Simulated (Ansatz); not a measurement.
Reaction (ligand exchange at the Si–N bond): `CN(C)[SiH2]O` + CH₃NH₂ → `CN[SiH2]O` + `CNC`

Gas-phase electronic energies from Ansatz, PBE0-D4/def2-TZVP geometries. CCSD(T)/CBS adds triple-zeta CCSD(T) − MP2 to the extrapolated MP2 energy (def2 sets, frozen cores). DFT in def2-TZVPP. One conformer a species, not always the lowest.

| level | ΔE (kJ/mol) |
| --- | --- |
| revPBE | -3.5 |
| MP2/CBS(def2) | 1.7 |

Problem. What does CCSD(T)/CBS give? (An estimate is asked.)

Solution. The calculation gave: +0.7 kJ/mol. The listed levels differ from it by -4.2, 1.0 kJ/mol.

Largest T1 diagnostic among the species: 0.011.

Leaving LDA and LC-ωPBE aside and taking each functional with its dispersion term where it has one, the values, not all of them listed here, spread over 3.6 kJ/mol, from B2PLYP to revPBE-D4. The D4 term adds +4.5 kJ/mol with B3LYP and +2.6 kJ/mol with PBE0; it sums over pairs of atoms, weighted by their polarisabilities, and B3LYP, whose exchange is more repulsive, gets the larger term. In def2-TZVPP, CCSD(T) changes the Hartree–Fock value by +7.3 kJ/mol (the triples alone add +1.2 kJ/mol) and MP2 by +8.3 kJ/mol.

B3LYP here is the variant with VWN-RPA as its local correlation; programs differ in this.
